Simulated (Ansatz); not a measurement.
Consider the ligand exchange at the Al–C bond: `C[CH](C)[AlH][Cl]` + `OBS` → `SB[O][AlH][Cl]` + propane.

Computed with Ansatz on PBE0-D4/def2-TZVP structures; ΔE is electronic, products minus reactants. CCSD(T)/CBS is the MP2 limit (def2-TZVPP, def2-QZVPP) plus CCSD(T) − MP2 in def2-TZVPP, frozen cores. Functionals use def2-TZVPP. Each species was taken in one conformer, which may not be the lowest.

```
             level  ΔE (kJ/mol)
         r2SCAN-D4       -165.6
      CAM-B3LYP-D4       -172.9
              BLYP       -170.0
CCSD(T)/def2-TZVPP       -165.7
```

Task: What does CCSD(T)/CBS give? (Estimate.)

Result: Computed: -165.4 kJ/mol. The listed levels differ from it by -0.2, -7.5, -4.6, -0.3 kJ/mol.

Task: What do rigid-rotor, harmonic-oscillator terms from PBE0-D4/def2-TZVP frequencies (298.15 K, 1 bar) make of the CCSD(T)/CBS value? (Best estimate.)

Result: Computed: ΔZPE = +2.7 kJ/mol, ΔH = -162.7 kJ/mol, ΔS = -1 J/(mol·K), ΔG = -162.3 kJ/mol. Modes under 50 cm⁻¹ make the entropy rough.

Largest T1 diagnostic among the species: 0.013.

In def2-TZVPP, CCSD(T) changes the Hartree–Fock value by +27.0 kJ/mol (the triples alone add +4.3 kJ/mol) and MP2 by +26.2 kJ/mol. From BLYP to BHLYP (50 % exact exchange), in def2-TZVPP and without D4, ΔE moves by −11.2 kJ/mol. The D4 term adds +4.6 kJ/mol with B3LYP and +2.5 kJ/mol with PBE0; it sums over pairs of atoms, weighted by their polarisabilities, and B3LYP, whose exchange is more repulsive, gets the larger term.

B3LYP here is the variant with VWN-RPA as its local correlation; programs differ in this.
